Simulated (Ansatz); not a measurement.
Program: Ansatz. Geometries: PBE0-D4/def2-TZVP. ΔE: electronic, gas phase. CBS: MP2 limit from def2 TZ/QZ plus the TZ coupled-cluster correction, frozen cores. This one scheme is used for every species. Functionals use def2-TZVPP. B3LYP here is the variant with VWN-RPA as its local correlation; programs differ in this. Elements past krypton have def2 core potentials. For Te outer-core shells are correlated without core-valence functions, which leaves a few kJ/mol of doubt a bond. Each species was taken in one conformer, which may not be the lowest.

`OC[SiH2][TeH]` + H₂O → `OC[SiH2]O` + H₂Te  (formal hydrolysis of the Si–Te bond)

`OC[SiH2][TeH]`:

```xyz
10

O     0.140   -0.853    1.750
C     0.128   -1.043    0.348
Si   -0.542    0.436   -0.627
Te    0.776    2.528   -0.326
H    -0.747   -0.627    2.040
H     1.163   -1.233    0.050
H    -0.445   -1.938    0.061
H    -1.892    0.780   -0.098
H    -0.652    0.070   -2.065
H     2.071    1.879   -1.133
```

H₂O:

Z-matrix (Å, degrees):
```
O
H 1 0.960
H 1 0.960 2 105.1
```

`OC[SiH2]O`:

Z-matrix (Å, degrees):
```
C
Si 1 1.881
O 1 1.422 2 110.3
H 1 1.101 2 111.0 3 -123.9
H 1 1.094 2 110.6 3 118.3
O 2 1.658 1 107.3 3 47.6
H 2 1.492 1 111.0 3 168.9
H 2 1.482 1 110.8 3 -67.8
H 3 0.962 1 108.0 2 -44.8
H 6 0.957 2 117.7 1 92.1
```

H₂Te:

Z-matrix (Å, degrees):
```
Te
H 1 1.656
H 1 1.656 2 90.4
```

Is it downhill or uphill in electronic energy at CCSD(T)/CBS, and by how much? (Best estimate.)

The calculation gave: Downhill: ΔE = -6.0 kcal/mol.

What do these levels give: PBE0-D4, ωB97M-V, PBE, PBE0, B3LYP, HF/def2-TZVPP, MP2/def2-TZVPP, CCSD/def2-TZVPP, HF/def2-QZVPP, SCS-MP2/def2-QZVPP, MP2/CBS(def2), CCSD/CBS(def2)? (Best estimate.)

Ansatz gave: PBE0-D4 -4.8, ωB97M-V -8.5, PBE -5.4, PBE0 -5.8, B3LYP -9.7, HF/def2-TZVPP -12.3, MP2/def2-TZVPP -6.5, CCSD/def2-TZVPP -8.9, HF/def2-QZVPP -12.4, SCS-MP2/def2-QZVPP -7.4, MP2/CBS(def2) -4.4, CCSD/CBS(def2) -6.9 kcal/mol.

Largest T1 diagnostic among the species: 0.011.

The D4 term adds +1.8 kcal/mol with B3LYP and +1.0 kcal/mol with PBE0; it sums over pairs of atoms, weighted by their polarisabilities, and B3LYP, whose exchange is more repulsive, gets the larger term. In def2-TZVPP, CCSD(T) changes the Hartree–Fock value by +4.1 kcal/mol (the triples alone add +0.8 kcal/mol) and MP2 by +5.8 kcal/mol.
